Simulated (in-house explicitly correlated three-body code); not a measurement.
Computed with an exponentially correlated three-body code. Model: two electrons around a point charge, non-relativistic, variational in 260 exponentially correlated functions (energies converged to about 1e-7 hartree, or 1e-8 relative for large Z).

For two electrons in a singlet the Kohn-Sham orbital is the square root of half the density, so the exact Kohn-Sham potential and energy parts follow from the density alone, and exchange is minus half the Hartree energy. The Kohn-Sham level equals minus the binding energy of the second electron.

Command:
```bash
python run_hyl.py task.json out
```
Settings (lengths in bohr, energies in hartree):
```
Z                      3.42
interaction_strength   1
functions              260
states_tried           13
```

Run time, properties included: 15 s on 1 thread of AMD EPYC 9R45 96-Core Processor (Zen 5), on a shared host.

**Those bound S and P states to n = 4 that converged, binding against the one-electron ion.**

Given: nuclear charge 3.42.

Computed: one-electron threshold -5.8482 hartree.

```json
{"term": "1 1S", "energy (hartree)": "-9.71413021", "binding (eV)": "105.2", "quantum defect": "0.12969"}
{"term": "2 3S", "energy (hartree)": "-6.71672604", "binding (eV)": "23.634", "quantum defect": "0.16385"}
{"term": "2 1S", "energy (hartree)": "?", "binding (eV)": "?", "quantum defect": "?"}
{"term": "2 3P", "energy (hartree)": "-6.61714299", "binding (eV)": "20.924", "quantum defect": "0.048569"}
{"term": "2 1P", "energy (hartree)": "?", "binding (eV)": "?", "quantum defect": "?"}
{"term": "3 3S", "energy (hartree)": "-6.21057537", "binding (eV)": "9.8607", "quantum defect": "0.15737"}
{"term": "3 1S", "energy (hartree)": "-6.18751521", "binding (eV)": "9.2332", "quantum defect": "0.062359"}
{"term": "3 3P", "energy (hartree)": "-6.18442733", "binding (eV)": "9.1492", "quantum defect": "0.0489"}
{"term": "3 1P", "energy (hartree)": "-6.17071939", "binding (eV)": "8.7762", "quantum defect": "-0.013162"}
{"term": "4 3S", "energy (hartree)": "-6.04630619", "binding (eV)": "5.3907", "quantum defect": "0.1554"}
{"term": "4 1S", "energy (hartree)": "-6.0370267", "binding (eV)": "5.1382", "quantum defect": "0.062064"}
{"term": "4 3P", "energy (hartree)": "-6.03577336", "binding (eV)": "5.1041", "quantum defect": "0.048929"}
{"term": "4 1P", "energy (hartree)": "-6.03003109", "binding (eV)": "4.9479", "quantum defect": "-0.012974"}
```

Q: What belongs in the row 2 1S?

A: energy (hartree): -6.62916802; binding (eV): 21.251; quantum defect: 0.063651.

Q: What belongs in the row 2 1P?

A: energy (hartree): -6.57057706; binding (eV): 19.657; quantum defect: -0.013346.

**Electric-dipole lines between converged S and P states, rate of the upper state's decay.**

```tsv
s state	p state	p minus s (eV)	oscillator strength from s	rate (1/s)
1 1S	2 1P	85.54	0.50307	5.3242e+10
1 1S	3 1P	96.421	0.11888	1.5987e+10
1 1S	4 1P	100.25	0.046539	6.765e+09
2 1S	2 1P	1.5943	0.17991	6.6148e+06
2 1S	3 1P	12.475	0.28141	6.3344e+08
2 1S	4 1P	16.303	0.077548	2.9814e+08
3 1S	2 1P	-10.424	-0.085712	4.041e+08
3 1S	3 1P	0.45704	0.30852	932110
3 1S	4 1P	4.2854	0.29388	7.8061e+07
4 1S	2 1P	-14.519	-0.017327	1.5848e+08
4 1S	3 1P	-3.638	-0.18702	1.074e+08
4 1S	4 1P	0.19036	0.42736	223990
2 3S	2 3P	2.7098	0.25964	2.7576e+07
2 3S	3 3P	?	?	?
2 3S	4 3P	?	?	?
3 3S	2 3P	-11.063	-0.10205	5.4196e+08
3 3S	3 3P	0.71152	0.43286	3.1697e+06
3 3S	4 3P	4.7566	0.22468	7.3526e+07
4 3S	2 3P	-15.533	-0.019336	2.0245e+08
4 3S	3 3P	-3.7585	-0.2246	1.3767e+08
4 3S	4 3P	0.28661	0.59445	706310
```

Q: What belongs in the row 2 3S 3 3P?

A: p minus s (eV): 14.485; oscillator strength from s: 0.2193; rate (1/s): 6.655e+08.

Q: What belongs in the row 2 3S 4 3P?

A: p minus s (eV): 18.53; oscillator strength from s: 0.064616; rate (1/s): 3.209e+08.

**Functionals on the exact density and self-consistent, errors are functional minus exact, hybrids only self-consistent, a dash where a self-consistent run leaves the top level unbound.**

| result | exchange error (millihartree) | correlation error (millihartree) | functional driven error (millihartree) | density driven error (millihartree) | self consistent total error (millihartree) | top level plus exact binding (eV) |
| --- | --- | --- | --- | --- | --- | --- |
| PW91 | 25.388 | -8.042 | 17.346 | -1.2148 | 16.131 | 17.705 |
| SCAN | -4.4878 | 2.9506 | -1.5373 | -0.29941 | -1.8367 | 16.1 |
| r2SCAN | -4.4878 | 2.9506 | -1.5373 | -0.29941 | -1.8367 | 16.1 |
| r2SCAN0 | - | - | - | - | -0.5542 | 11.853 |
| B3LYP VWN-RPA | - | - | - | - | -3.2339 | 13.707 |
| RPBE | -1.3504 | -1.4868 | -2.8373 | -1.2623 | -4.0996 | 17.747 |
| OLYP | ? | ? | ? | ? | ? | ? |
| AM05 | 206.75 | -79.699 | 127.05 | -1.4501 | 125.6 | 18.94 |
| BLYP | 8.4789 | -4.4566 | 4.0222 | -1.4963 | 2.5259 | 17.568 |
| PBE | 31.187 | -1.4868 | 29.7 | -1.1769 | 28.523 | 17.924 |
| BP86 | 8.4789 | -2.6514 | 5.8275 | -0.7419 | 5.0856 | 17.747 |
| revTPSS | ? | ? | ? | ? | ? | ? |
| LDA PW92 | 268.36 | -97.895 | 170.46 | -2.1628 | 168.3 | 19.012 |
| M06-L | -21.698 | -3.0197 | -24.718 | -2.2804 | -26.999 | 15.912 |

Q: What belongs in the row OLYP?

A: exchange error (millihartree): 5.5932; correlation error (millihartree): -4.4566; functional driven error (millihartree): 1.1366; density driven error (millihartree): -1.458; self consistent total error (millihartree): -0.32143; top level plus exact binding (eV): 17.654.

Q: What belongs in the row revTPSS?

A: exchange error (millihartree): -3.5542; correlation error (millihartree): -5.065; functional driven error (millihartree): -8.6191; density driven error (millihartree): -0.19307; self consistent total error (millihartree): -8.8122; top level plus exact binding (eV): 16.352.

**Density and exact potentials over r, pair density (one pair, times 4 pi r12^2) and exact minus Kohn-Sham pair density over r12.**

```csv
radius (bohr),radial density (electrons/bohr),exchange potential (hartree),intracule density (1/bohr),Coulomb hole against Kohn-Sham (1/bohr),correlation potential (hartree)
0.0618,0.65863,-3.0399,0.042927,-0.01278,-0.041
0.0719,0.83286,-3.0188,0.05808,-0.01665,-0.037
0.0837,1.0426,-2.9917,0.078526,-0.02153,-0.033
0.0973,1.2863,-2.9575,0.10559,-0.02748,-0.027
0.113,1.5624,-2.9148,0.14117,-0.03458,-0.022
0.132,1.8791,-2.8594,0.18985,-0.04317,-0.015
0.153,2.1974,-2.7947,0.24979,-0.05223,-0.008
0.178,?,?,?,?,?
0.207,2.824,-2.6188,0.42445,-0.07079,0.007
0.241,3.071,-2.5059,0.5417,-0.0776,0.014
0.281,3.229,-2.3747,0.67828,-0.0802,0.019
0.327,3.2632,-2.2289,0.8245,-0.07639,0.023
0.38,3.1561,-2.0705,0.96822,-0.0647,0.024
0.442,2.902,-1.9002,1.0928,-0.04475,0.023
0.515,2.513,-1.7212,1.1742,-0.01832,0.02
0.599,2.0384,-1.5425,1.1862,0.009233,0.016
0.696,1.5344,-1.3685,1.1151,0.03166,0.012
0.81,1.0535,-1.2011,0.96012,0.04361,0.008
0.943,?,?,?,?,?
1.1,0.35362,-0.90333,0.50708,0.03176,0.003
1.28,0.16835,-0.77927,0.30018,0.01783,0.002
1.48,0.070973,-0.67506,0.15484,0.007201,0.001
```

Q: What belongs in the row 0.178?

A: radial density (electrons/bohr): 2.5234; exchange potential (hartree): -2.7144; intracule density (1/bohr): 0.32778; Coulomb hole against Kohn-Sham (1/bohr): -0.06185; correlation potential (hartree): 0.

Q: What belongs in the row 0.943?

A: radial density (electrons/bohr): 0.65126; exchange potential (hartree): -1.0456; intracule density (1/bohr): 0.74446; Coulomb hole against Kohn-Sham (1/bohr): 0.0427; correlation potential (hartree): 0.005.

The density-driven part is never positive, since each functional's own density lowers its energy. Here it is small beside the functional-driven part (median ratio 0.11), the normal case.
